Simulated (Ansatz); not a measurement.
Total energies of the cluster AlB12⁻ from Ansatz at PBE-D4/def2-TZVPD, gas phase (1 Eh = 27.2114 eV = 2625.5 kJ/mol). The reference geometry is relaxed at PBE-D4/def2-SVP.

Cartesian coordinates in Å:
```
Al 1.555 -2.180 -0.790
B -0.581 0.816 0.297
B -0.360 -2.684 -0.741
B -1.569 2.199 0.795
B 1.217 1.728 0.368
B -2.391 0.917 0.517
B -0.348 -1.002 -0.254
B 1.083 -0.030 -0.122
B -0.054 2.510 0.720
B 2.510 0.850 -0.014
B 2.706 -0.604 -0.449
B -1.687 -2.004 -0.398
B -2.083 -0.518 0.073
```

```tsv
state	geometry	energy (Eh)
charge -1 singlet	reference	-540.01661
charge 0 doublet	reference	-539.92718
charge -1 triplet	relaxed at PBE-D4/def2-SVP	-540.01811
charge -1 quintet	relaxed at PBE-D4/def2-SVP	-539.94723
```

Problem. Work out the vertical ionisation energy to the doublet.

Solution. E(charge 0 doublet) − E(charge -1 singlet) = -539.92718 − (-540.01661) = 0.08943 Eh = 2.43 eV. For comparison, −ε of the highest occupied level is 0.41 eV at this level, 2.02 eV less.

Problem. Which of the charge -1 states is lowest, and how far above it are the others?

Solution. The triplet, but by less than the method's error, so the order isn't settled. singlet: -540.01661 − (-540.01811) = 0.00150 Eh = 3.9 kJ/mol; quintet: -539.94723 − (-540.01811) = 0.07088 Eh = 186.1 kJ/mol.

The restricted singlet is unstable towards broken spin symmetry in Hartree–Fock (as tested in another run); at PBE-D4/def2-TZVPD this wasn't settled. 

The structure comes from a short search, and lower isomers may exist.
